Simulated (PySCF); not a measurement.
Task: Give a PBE0-D3(BJ)/def2-SVP geometry of `N[B](N)[SbH2]`.

Result: 
```
atom  x, y, z in Å
N1    -0.6291    1.1491    0.3047
B2    -0.2373   -0.1387   -0.1064
N3    -1.1589   -1.1488   -0.4506
Sb4    1.9769   -0.6775   -0.2542
H5    -1.5948    1.4456    0.3806
H6     0.0360    1.8619    0.5629
H7    -2.1638   -1.0289   -0.4078
H8    -0.8779   -2.0641   -0.7682
H9     2.2624   -0.3402    1.4059
H10    2.4384    0.9192   -0.6887
```

Any rigid rotation of these coordinates is as good. Atoms count from 1 in this order. N1 (boron-bound nitrogen) is planar (angles 123.7°, 122.5° and 113.7°, sum 360.0°, 0.00 Å off the plane of its three neighbours). Sb4 (antimony bonded to B and 2 H) is pyramidal (angles 93.3°, 93.0° and 91.0°, sum 277.3°, 1.03 Å off the plane of its three neighbours). The 4 heavy atoms lie in one plane (0.001 Å rms). B2 (three-coordinate boron) is planar (angles 123.0°, 120.3° and 116.7°, sum 360.0°, 0.00 Å off the plane of its three neighbours).

Bonds between heavy atoms (Å): N1–B2 1.407, B2–N3 1.410, B2–Sb4 2.284.

Computed with PySCF 2.14.0, PBE0-D3(BJ)/def2-SVP geometry optimisation, gas phase, def2 core potentials past Kr.

Whether it is a minimum is left open (no frequencies). One conformer, not necessarily the lowest (N1–B2–Sb4–H 59° and -32°).
